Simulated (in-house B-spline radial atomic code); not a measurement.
## RPA correlation on BLYP: K

Configuration [Ar] 4s1, highest spin, mean-field start BLYP. Computed with an all-electron radial atomic-structure program (B-spline basis): all electrons, scalar-relativistic (spin-free one-electron X2C), finite nucleus, each spin shell either full or empty, empty states to l = 9 with an (l + 1/2)⁻⁴ tail; G0W0 by contour deformation at full frequency.

RPA overbinds a lone outer s electron by self-correlation, and G0W0 tends to as well.

The highest G0W0 level has too low a weight to be given.

Command:
```bash
python run_gw.py task.json out
```
Settings (radii: box in bohr, nucleus in fm):
```
Z                        19
electrons                19
configuration            [Ar] 4s1
hamiltonian              x2c
method                   b88,lyp
lmax                     9
rms_radius               3.4349
spin_polarised           True
box_radius               40
intervals                74
ion_configuration        [Ne] 3s2 3p6
```

Cost of the run: 7.7 s on 1 thread of Arm Neoverse N1, with other jobs on the host.

Energies (hartree):

```tsv
term	value
mean-field total	-602.25039
Hartree-Fock functional on these orbitals	-601.44819
direct second order	-1.3878
second-order exchange	0.47787
SOSEX correction	0.4229
```

(1) What is the RPA correlation energy, and what remains with SOSEX?

(2) What does it cost to remove one electron (to [Ne] 3s2 3p6) by differences of total energies, each species on its own start (correlation terms add to the Hartree-Fock functional)?

Answers

(1) RPA gives -1.1724 hartree (-1.68 eV per electron); RPA + SOSEX gives -0.7495, and the second-order doubles -0.90996 hartree (no singles). SOSEX takes back 36 % of the RPA value.

(2) BLYP 4.456 eV, Hartree-Fock functional 3.970 eV, + RPA 4.793 eV, + RPA + SOSEX 4.289 eV, + second order 4.574 eV. Tabulated: 4.341 eV (NIST, measured); the calculation leaves out spin-orbit coupling, Breit and QED terms, and what these don't explain is the method's own error.
